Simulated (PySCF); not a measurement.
A geometry optimisation, step by step.

Compound: C2H6O2SSi.
SMILES with atom numbers: `[SH:1][SiH:2]1[O:3][CH2:4][CH2:5][O:6]1` (hydrogens: H7 on S1; H8 on Si2; H9, H10 on C4; H11, H12 on C5)

Computed by this run: PySCF, PBE0-D3(BJ)/def2-SVP geometry optimisation, gas phase; density fitting, grid level 1; the optimiser is geomeTRIC in internal coordinates, started from a GFN2-xTB structure. The frame can shift and turn from step to step; on so coarse a grid that alone can change the energy by a few meV, and forces under 0.02 eV/Å are noise.

Step 0: E = -24956.8435 eV, largest atomic force 1.146 eV/Å
```
atom  x, y, z in Å  |  force x, y, z in eV/Å
S1      2.898    0.445    0.858    0.326   0.894   0.169
Si2     1.010    0.833   -0.034    1.120   0.039   0.189
O3     -0.276    0.927    0.971   -0.565   0.574   0.726
C4     -1.268   -0.004    0.639    0.086  -0.207   0.029
C5     -0.858   -0.683   -0.685   -0.164   0.103   0.101
O6      0.515   -0.489   -0.861    0.298  -0.859  -0.698
H7      2.901   -0.868    0.677   -0.259  -0.681  -0.122
H8      1.092    2.037   -0.835    0.200   0.641  -0.276
H9     -1.342   -0.735    1.450   -0.147  -0.242   0.212
H10    -2.222    0.517    0.537   -0.374   0.010   0.008
H11    -1.389   -0.225   -1.525   -0.305   0.018  -0.304
H12    -1.059   -1.756   -0.674   -0.217  -0.291  -0.034
```

Step 1: E = -24956.9880 eV, largest atomic force 0.320 eV/Å
```
atom  x, y, z in Å  |  force x, y, z in eV/Å
S1      2.891    0.492    0.940   -0.061  -0.273  -0.155
Si2     1.043    0.860   -0.051   -0.132  -0.070   0.192
O3     -0.318    0.968    0.920   -0.079   0.006  -0.111
C4     -1.250   -0.053    0.622    0.075   0.037  -0.046
C5     -0.852   -0.681   -0.735    0.011   0.026   0.062
O6      0.538   -0.480   -0.919    0.042   0.034  -0.005
H7      2.733   -0.857    0.869   -0.024   0.212   0.077
H8      1.205    2.120   -0.809    0.028   0.036  -0.043
H9     -1.245   -0.808    1.428    0.047  -0.010   0.000
H10    -2.264    0.379    0.573    0.042  -0.040   0.015
H11    -1.410   -0.212   -1.566    0.030   0.015   0.024
H12    -1.070   -1.761   -0.754    0.022   0.028  -0.011
```

Step 2: E = -24957.0042 eV, largest atomic force 0.127 eV/Å
```
atom  x, y, z in Å  |  force x, y, z in eV/Å
S1      2.876    0.467    0.928    0.020  -0.036  -0.076
Si2     1.037    0.874   -0.056    0.005   0.012   0.073
O3     -0.326    0.985    0.907   -0.032   0.062  -0.105
C4     -1.236   -0.057    0.622    0.003  -0.037  -0.005
C5     -0.844   -0.675   -0.737   -0.002  -0.026   0.030
O6      0.541   -0.462   -0.932    0.025   0.019  -0.013
H7      2.656   -0.867    0.911   -0.035   0.016   0.056
H8      1.219    2.130   -0.822    0.013   0.007   0.027
H9     -1.200   -0.812    1.428    0.032  -0.013  -0.002
H10    -2.259    0.350    0.587   -0.010  -0.027   0.024
H11    -1.415   -0.208   -1.561    0.015   0.021  -0.005
H12    -1.046   -1.758   -0.761   -0.033   0.004  -0.003
```

Step 3: E = -24957.0230 eV, largest atomic force 0.192 eV/Å
```
atom  x, y, z in Å  |  force x, y, z in eV/Å
S1      2.854    0.426    0.907    0.099   0.164   0.004
Si2     1.034    0.897   -0.074    0.110   0.032  -0.081
O3     -0.341    1.017    0.867   -0.050   0.083  -0.035
C4     -1.207   -0.069    0.621   -0.045  -0.068   0.021
C5     -0.837   -0.667   -0.748    0.013  -0.033   0.000
O6      0.540   -0.428   -0.965   -0.056  -0.035  -0.038
H7      2.510   -0.870    1.024   -0.036  -0.139   0.049
H8      1.254    2.151   -0.835    0.001  -0.003   0.075
H9     -1.103   -0.822    1.424    0.028  -0.001  -0.002
H10    -2.249    0.285    0.626   -0.036  -0.007   0.036
H11    -1.432   -0.200   -1.553    0.017   0.021  -0.023
H12    -1.020   -1.752   -0.779   -0.047  -0.013  -0.006
```

Step 4: E = -24957.0325 eV, largest atomic force 0.166 eV/Å
```
atom  x, y, z in Å  |  force x, y, z in eV/Å
S1      2.840    0.408    0.899    0.066   0.150   0.024
Si2     1.034    0.905   -0.094    0.112   0.006  -0.123
O3     -0.353    1.038    0.828   -0.033   0.067   0.028
C4     -1.186   -0.082    0.618   -0.052  -0.044  -0.002
C5     -0.839   -0.664   -0.762    0.004  -0.032   0.004
O6      0.532   -0.412   -0.997   -0.050  -0.022  -0.023
H7      2.423   -0.851    1.135   -0.013  -0.113   0.041
H8      1.283    2.162   -0.840    0.001  -0.006   0.053
H9     -1.022   -0.830    1.416    0.024  -0.004  -0.006
H10    -2.240    0.233    0.665   -0.030  -0.009   0.023
H11    -1.451   -0.190   -1.551    0.010   0.020  -0.015
H12    -1.019   -1.749   -0.801   -0.038  -0.013  -0.005
```

Step 5: E = -24957.0375 eV, largest atomic force 0.091 eV/Å
```
atom  x, y, z in Å  |  force x, y, z in eV/Å
S1      2.834    0.414    0.901   -0.009   0.062   0.017
Si2     1.034    0.902   -0.115    0.045  -0.030  -0.073
O3     -0.360    1.046    0.797   -0.010   0.023   0.060
C4     -1.174   -0.094    0.615   -0.026  -0.004  -0.026
C5     -0.848   -0.663   -0.774   -0.011  -0.017   0.011
O6      0.522   -0.410   -1.021   -0.007   0.002   0.002
H7      2.395   -0.820    1.230    0.011  -0.028   0.011
H8      1.299    2.163   -0.845    0.004  -0.006   0.005
H9     -0.964   -0.840    1.404    0.015  -0.001  -0.002
H10    -2.233    0.194    0.698   -0.008  -0.010   0.005
H11    -1.467   -0.177   -1.550    0.008   0.013  -0.004
H12    -1.034   -1.747   -0.823   -0.012  -0.002  -0.007
```

Step 6: E = -24957.0387 eV, largest atomic force 0.032 eV/Å
```
atom  x, y, z in Å  |  force x, y, z in eV/Å
S1      2.834    0.436    0.906   -0.032   0.001   0.001
Si2     1.033    0.896   -0.121   -0.002  -0.026  -0.011
O3     -0.361    1.042    0.794   -0.001  -0.006   0.030
C4     -1.174   -0.100    0.614    0.002   0.006  -0.023
C5     -0.853   -0.665   -0.778   -0.018   0.001   0.010
O6      0.518   -0.417   -1.024    0.020   0.008   0.017
H7      2.415   -0.800    1.258    0.012   0.018  -0.003
H8      1.296    2.156   -0.852    0.004  -0.002  -0.015
H9     -0.956   -0.848    1.399    0.007   0.001   0.001
H10    -2.234    0.185    0.705    0.002  -0.010  -0.004
H11    -1.468   -0.170   -1.552    0.005   0.006   0.002
H12    -1.047   -1.748   -0.832    0.000   0.003  -0.005
```

Step 7: E = -24957.0390 eV, largest atomic force 0.028 eV/Å
```
atom  x, y, z in Å  |  force x, y, z in eV/Å
S1      2.833    0.460    0.910   -0.019  -0.019  -0.006
Si2     1.030    0.894   -0.124   -0.021  -0.003   0.018
O3     -0.363    1.037    0.795    0.006  -0.014   0.006
C4     -1.175   -0.107    0.613    0.007   0.009  -0.013
C5     -0.855   -0.668   -0.779   -0.009   0.004   0.006
O6      0.519   -0.425   -1.021    0.022  -0.001   0.013
H7      2.432   -0.779    1.276    0.004   0.025  -0.004
H8      1.288    2.150   -0.863   -0.002   0.000  -0.016
H9     -0.953   -0.857    1.396    0.003   0.003   0.002
H10    -2.235    0.176    0.707    0.002  -0.007  -0.004
H11    -1.465   -0.165   -1.553    0.003   0.002   0.004
H12    -1.053   -1.749   -0.839    0.004   0.002  -0.004
```

Step 8: E = -24957.0390 eV, largest atomic force 0.034 eV/Å
```
atom  x, y, z in Å  |  force x, y, z in eV/Å
S1      2.831    0.482    0.912    0.001  -0.016  -0.005
Si2     1.026    0.894   -0.125   -0.019   0.017   0.022
O3     -0.367    1.032    0.796    0.009  -0.011  -0.008
C4     -1.175   -0.114    0.612    0.003   0.003  -0.002
C5     -0.853   -0.671   -0.780    0.002   0.003   0.000
O6      0.522   -0.430   -1.017    0.013  -0.011   0.004
H7      2.441   -0.755    1.292   -0.004   0.015  -0.002
H8      1.277    2.146   -0.875   -0.007   0.002  -0.007
H9     -0.950   -0.864    1.393   -0.001   0.002   0.001
H10    -2.236    0.164    0.707    0.001  -0.003  -0.003
H11    -1.459   -0.164   -1.553    0.000  -0.001   0.002
H12    -1.054   -1.752   -0.845    0.004   0.000  -0.002
```

**Question.** Summarise the path.

**Answer.** The energy falls by 0.1955 eV from step 0 to step 8; nine tenths of that is first reached at step 3. It falls at every step. The largest force goes from 1.146 to 0.034 eV/Å. Among the bonds Si2–O3 changes most, from 1.634 to 1.676 Å; the atoms move by 0.294 Å rms after alignment.

**Question.** Follow the three bonds and two angles with the largest change from start to end.

**Answer.** 
```csv
step,E above end (eV),largest force (eV/Å),Si2–O3 (Å),Si2–O6 (Å),Si2–H8 (Å),S1–Si2–H8 (°),Si2–S1–H7 (°)
0,0.1955,1.146,1.634,1.636,1.449,109.5,97.2
1,0.0510,0.320,1.675,1.675,1.479,106.9,92.6
2,0.0348,0.127,1.673,1.672,1.482,107.2,92.4
3,0.0160,0.192,1.670,1.671,1.483,107.3,92.0
4,0.0065,0.166,1.670,1.673,1.483,106.9,92.1
5,0.0015,0.091,1.673,1.675,1.481,106.3,92.9
6,0.0003,0.032,1.674,1.675,1.480,105.8,93.5
7,0.0000,0.028,1.675,1.675,1.480,105.6,93.8
8,0.0000,0.034,1.676,1.674,1.481,105.5,94.0
```

The cost below is that of the whole optimisation. Hardware: Intel Xeon Platinum 8259CL at 2.50 GHz, one thread, shared host. Cost: 55 s of wall time, 0.54 GiB resident at most.
